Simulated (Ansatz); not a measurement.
One elementary step

Start structure (GePH7O, closed shell), relaxed at PBE0-D4/def2-TZVP:

```
10
angstrom
Ge 0.1495 -1.7991 -0.0904
O 1.2806 -0.4138 -0.0950
H 0.9617 -3.1047 -0.2102
H -0.5660 -1.7062 1.2581
H -0.8310 -1.6831 -1.2706
H -0.0439 1.9800 1.2840
P -0.9924 1.7839 0.2505
H 1.8462 -0.4065 -0.8699
H -0.1509 2.3308 -0.7504
H -1.6537 3.0188 0.4939
```

The step: GeH₄O ([OH][GeH3]) + PH₃ → GePH₅ ([PH2][GeH3]) + H₂O; bonds formed: Ge1–P7, O2–H6; bonds broken: Ge1–O2, H6–P7. Computed with Ansatz 0.2.0 (basis: def2-TZVPP and def2-QZVPP); correlated methods freeze the cores. Filled d shells of the heavier atoms are correlated. The def2 sets are not built for correlating such inner shells, so the correlated values are less sure here. Extrapolation: Hartree–Fock as exp(−7.88 √X), correlation as X^−2.97. Energies below are by CCSD(T) at an estimated basis limit (MP2 extrapolated from triple and quadruple zeta, plus CCSD(T) − MP2 in triple zeta).

Task: What are the electronic barrier and the energy of the step, from the start structure to the end structure? (Judge from chemistry; the value comes from the calculation.)

Result: The calculation gives: Barrier 212.9 kJ/mol; step energy -9.7 kJ/mol (downhill); reverse barrier, their difference, 222.6 kJ/mol. Barrier and step energy count from the start structure, the reverse barrier from the end structure.

The saddle point: One imaginary mode of 749i cm⁻¹.
| pair | start (Å) | saddle (Å) | end (Å) |
| --- | --- | --- | --- |
| Ge1–P7 | 3.78 | 2.76 | 2.32 |
| O2–H6 | 3.06 | 1.13 | 0.96 |
| Ge1–O2 | 1.79 | 1.97 | 3.53 |
| H6–P7 | 1.42 | 1.78 | 2.62 |

Zero-point energy (harmonic, PBE0-D4): ZPE is 162.9 kJ/mol at the start and 159.6 kJ/mol at the saddle, so the barrier goes from 212.9 to 209.6 kJ/mol.

T1 diagnostic: at most 0.013.

Labels in which every atom is bracketed show which atoms are joined, not bond orders.

For scale, one of the runs: CCSD(T)/def2-TZVPP, 219 basis functions, launched by `ansatz run in.yaml --threads 4 --pin off --events-out ev --progress --plain --max-ram 9574MiB`. Hardware: 4 CPU threads of an Arm Neoverse V2, shared host. Wall time 81 s; peak host memory 3.2 GiB.
